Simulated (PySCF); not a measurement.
Bonding in `C[SiH2]C(=O)[C@@H]([SiH3])C[SiH3]`

C₄H₁₄OSi₃.
Numbering: `[CH3:1][SiH2:2][C:3](=[O:4])[C@@H:5]([SiH3:6])[CH2:7][SiH3:8]` (hydrogens: H9, H10, H11 on C1; H12, H13 on Si2; H14 on C5; H15, H16, H17 on Si6; H18, H19 on C7; H20, H21, H22 on Si8)

Structure used (GFN2-xTB), in Å, numbered top down from 1:
```
atom  x, y, z in Å
C1     3.288    1.093    0.034
Si2    2.229   -0.436    0.384
C3     0.397    0.093    0.152
O4     0.092    1.229    0.492
C5    -0.626   -0.826   -0.374
Si6   -1.179   -1.917    1.113
C7    -1.803   -0.062   -0.967
Si8   -2.166    1.606   -0.101
H9     3.241    1.380   -1.013
H10    2.938    1.938    0.622
H11    4.331    0.921    0.284
H12    2.383   -0.896    1.768
H13    2.518   -1.540   -0.540
H14   -0.167   -1.510   -1.095
H15   -1.791   -1.100    2.154
H16   -2.137   -2.887    0.579
H17    0.000   -2.614    1.635
H18   -1.593    0.141   -2.020
H19   -2.702   -0.678   -0.951
H20   -3.572    1.844   -0.525
H21   -1.441    2.740   -0.663
H22   -2.252    1.501    1.354
```

Bond orders from the PBE0/pcSseg-1 density (PySCF). The structure is a single GFN2-xTB conformer in the gas phase; no vibrational or solvent corrections.

Where do the orders between heavy atoms depart from those drawn in the SMILES?

The largest departure is 0.232, at C3–O4 (drawn double, 1.768). Drawn single, order below 0.88: Si2–C3 (0.801), C5–Si6 (0.814) and C7–Si8 (0.871).

Give the Mayer order of every bond between heavy atoms, beside its length.

```
  bond  drawn as  length (Å)  Mayer order
C1–Si2    single       1.892        0.985
Si2–C3    single       1.922        0.801
 C3–O4    double       1.224        1.768
 C3–C5    single       1.472        0.965
C5–Si6    single       1.925        0.814
 C5–C7    single       1.523        1.006
C7–Si8    single       1.914        0.871
```

By pair of heavy elements: C–Si: lowest Si2–C3 (0.801, 1.922 Å), highest C1–Si2 (0.985, 1.892 Å). C–C: lowest C3–C5 (0.965, 1.472 Å), highest C5–C7 (1.006, 1.523 Å); in 1 of the 1 pairs the longer bond (by over 0.003 Å) has the higher order (by 0.02 or more).

And the bonds to hydrogen?

C–H: 0.92 to 0.96 (6 bonds); H–Si: 0.90 to 0.95 (8 bonds).

Sum the orders of all bonds at each heavy atom with more than one neighbour and set the sums beside the valence in the SMILES.

C1 3.849 (drawn 4), Si2 3.670 (drawn 4), C3 3.534 (drawn 4), C5 3.707 (drawn 4), Si6 3.645 (drawn 4), C7 3.774 (drawn 4), Si8 3.658 (drawn 4). Orders between atoms that aren't bonded are not in these sums.

The Mayer order sums products of elements of PS (density times overlap matrix) between the two atoms' basis functions, so it depends on the basis set.
